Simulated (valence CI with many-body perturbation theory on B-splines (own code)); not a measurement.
**Forbidden lines of Sm²²⁺**

Computed by relativistic CI+MBPT: four valence electrons over a frozen Dirac-Fock core [Kr], a basis of 9 s, 9 p, 10 d, 8 f, 5 g, 3 h, 1 i functions for each j, with the one-electron correlation potential Σ1 (screened to all orders), the two-electron term Σ2, the three-electron term Σ3, Breit, model QED; selected single and double excitations, second order for the rest (own B-spline code, finite nucleus).

No measured levels were compared; by estimate terms of the open shell hold to 2 to 4 % of their energy, and close levels can change places. Only levels of the ground parity were solved; by the run's estimate the other parity begins above the list, which can be wrong where configurations are misplaced.

Lines 1 to 50 of 120 in falling wavelength, among levels below 331730 cm⁻¹, chosen from the decays that carry over 1 % of a level's rate. Wavelengths and rates use the calculated energies, so an error of 2000 cm⁻¹ moves a line at 10810 Å by 22 % and its rate by three times that or more. Electric multipoles are in the length gauge, E1 and E2 with the static RPA response of the core. Weak lines are less certain than strong ones. Lines between different terms over intervals too small for the method are left out, as are lines whose strength nearly cancels. Branching is blank where the lifetime is uncertain.

Levels are named by their leading jj configuration (3d3/2^4 stands for four electrons in 3d with j = 3/2), which in mixed levels can hold well under half, so a name can repeat and another be missing. Letters in brackets count levels of one name in rising energy.

```csv
λ vac (Å),Upper,Lower,Type,A (s⁻¹),Branch %
13790,(4d3/2^2 4d5/2^2) J=6,(4d3/2^2 4d5/2^2) J=5,M1,3.68e+00,98.4
10810,(4d3/2^3 4d5/2) J=4,(4d3/2^3 4d5/2) J=2,E2,1.27e-05,100.0
9824,(4d3/2^3 4d5/2) J=3,(4d3/2^3 4d5/2) J=2,M1,3.26e+01,99.9
7069,(4d3/2^2 4d5/2^2) J=2 [b],(4d3/2^2 4d5/2^2) J=1,M1,2.85e+01,5.1
6332,(4d3/2^2 4d5/2^2) J=4 [b],(4d3/2^2 4d5/2^2) J=5,M1,6.15e+00,1.4
6315,(4d3/2^2 4d5/2^2) J=5,(4d3/2^2 4d5/2^2) J=4 [a],M1,4.68e+01,5.9
5218,(4d3/2^3 4d5/2) J=2,(4d3/2^3 4d5/2) J=1,M1,2.68e+02,99.9
4144,(4d3/2^2 4d5/2^2) J=1,(4d3/2^2 4d5/2^2) J=0 [a],M1,2.11e+02,6.5
4121,(4d3/2^2 4d5/2^2) J=4 [b],(4d3/2^2 4d5/2^2) J=3 [a],M1,1.63e+02,36.8
3874,(4d3/2^2 4d5/2^2) J=2 [b],(4d3/2^2 4d5/2^2) J=2 [a],M1,1.16e+02,20.6
3689,(4d3/2 4d5/2^3) J=3 [c],(4d3/2 4d5/2^3) J=2,M1,2.11e+02,
3638,(4d3/2^2 4d5/2^2) J=3 [b],(4d3/2^2 4d5/2^2) J=3 [a],M1,2.89e+01,1.8
3607,(4d3/2^2 4d5/2^2) J=4 [c],(4d3/2 4d5/2^3) J=4 [a],M1,6.06e+01,2.6
3540,(4d3/2 4d5/2^3) J=1 [b],(4d3/2 4d5/2^3) J=2,M1,9.53e+01,1.7
3397,(4d3/2 4d5/2^3) J=3 [a],(4d3/2^2 4d5/2^2) J=4 [b],M1,1.03e+02,1.9
3281,(4d3/2^2 4d5/2^2) J=4 [a],(4d3/2^3 4d5/2) J=3,M1,2.00e+02,16.9
3193,(4d3/2^3 4d5/2) J=1,(4d3/2^4) J=0,M1,1.00e+03,100.0
3184,(4d3/2^2 4d5/2^2) J=4 [a],(4d3/2^3 4d5/2) J=4,M1,9.84e+02,83.1
3162,(4d3/2^2 4d5/2^2) J=4 [b],(4d3/2^2 4d5/2^2) J=4 [a],M1,5.89e+01,13.4
2927,(4d3/2 4d5/2^3) J=4 [a],(4d3/2^2 4d5/2^2) J=5,M1,1.68e+02,4.3
2919,(4d3/2 4d5/2^3) J=3 [b],(4d3/2 4d5/2^3) J=3 [a],M1,1.75e+02,
2884,(4d3/2 4d5/2^3) J=1 [b],(4d3/2 4d5/2^3) J=0,M1,1.22e+02,2.2
2870,(4d3/2^2 4d5/2^2) J=3 [b],(4d3/2^2 4d5/2^2) J=4 [a],M1,1.98e+01,1.3
2780,(4d3/2 4d5/2^3) J=3 [b],(4d3/2^2 4d5/2^2) J=2 [c],M1,4.95e+01,
2705,(4d3/2 4d5/2^3) J=2,(4d3/2^2 4d5/2^2) J=2 [c],M1,5.53e+02,12.0
2643,(4d3/2^2 4d5/2^2) J=3 [a],(4d3/2^3 4d5/2) J=3,M1,9.32e+02,53.9
2640,(4d3/2 4d5/2^3) J=1 [a],(4d3/2^2 4d5/2^2) J=2 [b],M1,3.61e+02,4.8
2579,(4d3/2^2 4d5/2^2) J=3 [a],(4d3/2^3 4d5/2) J=4,M1,2.93e+01,1.7
2573,(4d3/2 4d5/2^3) J=5,(4d3/2^2 4d5/2^2) J=4 [b],M1,7.92e+02,33.0
2541,(4d3/2^2 4d5/2^2) J=2 [c],(4d3/2^2 4d5/2^2) J=1,M1,1.08e+02,2.2
2486,(4d3/2 4d5/2^3) J=1 [b],(4d3/2^2 4d5/2^2) J=2 [d],M1,8.00e+02,14.2
2346,(4d3/2 4d5/2^3) J=4 [a],(4d3/2^2 4d5/2^2) J=3 [a],M1,2.84e+02,7.2
2332,(4d3/2^2 4d5/2^2) J=4 [c],(4d3/2^2 4d5/2^2) J=3 [b],M1,1.16e+02,4.9
2188,(4d3/2 4d5/2^3) J=3 [c],(4d3/2^2 4d5/2^2) J=4 [c],M1,8.45e+02,
2169,(4d3/2^2 4d5/2^2) J=4 [c],(4d3/2^2 4d5/2^2) J=4 [b],M1,2.87e+01,1.2
2117,(4d3/2^2 4d5/2^2) J=5,(4d3/2^3 4d5/2) J=4,M1,7.52e+02,94.1
2109,(4d3/2 4d5/2^3) J=5,(4d3/2^2 4d5/2^2) J=6,M1,4.87e+02,20.3
2083,(4d3/2^2 4d5/2^2) J=3 [a],(4d3/2^3 4d5/2) J=2,M1,7.63e+02,44.2
2041,(4d3/2^2 4d5/2^2) J=2 [a],(4d3/2^3 4d5/2) J=2,M1,8.49e+02,27.2
2020,(4d3/2^2 4d5/2^2) J=2 [d],(4d3/2^2 4d5/2^2) J=3 [b],M1,6.76e+02,31.8
2000,(4d3/2 4d5/2^3) J=4 [a],(4d3/2^2 4d5/2^2) J=4 [a],M1,2.66e+03,67.4
1992,(4d3/2^2 4d5/2^2) J=2 [d],(4d3/2^2 4d5/2^2) J=2 [b],M1,6.31e+02,29.6
1960,(4d3/2^2 4d5/2^2) J=2 [c],(4d3/2^2 4d5/2^2) J=2 [a],M1,3.86e+02,8.0
1942,(4d3/2 4d5/2^3) J=6,(4d3/2^2 4d5/2^2) J=6,M1,1.03e+03,44.2
1922,(4d3/2 4d5/2^3) J=1 [a],(4d3/2^2 4d5/2^2) J=1,M1,1.35e+03,17.9
1903,(4d3/2 4d5/2^3) J=1 [b],(4d3/2 4d5/2^3) J=1 [a],M1,1.96e+02,3.5
1896,(4d3/2 4d5/2^3) J=3 [a],(4d3/2^2 4d5/2^2) J=2 [a],M1,2.22e+03,40.4
1862,(4d3/2 4d5/2^3) J=3 [a],(4d3/2^2 4d5/2^2) J=3 [a],M1,1.94e+03,35.3
1835,(4d3/2^2 4d5/2^2) J=6,(4d3/2^3 4d5/2) J=4,E2,6.10e-02,1.6
1829,(4d3/2 4d5/2^3) J=5,(4d3/2^2 4d5/2^2) J=5,M1,7.51e+02,31.3
```
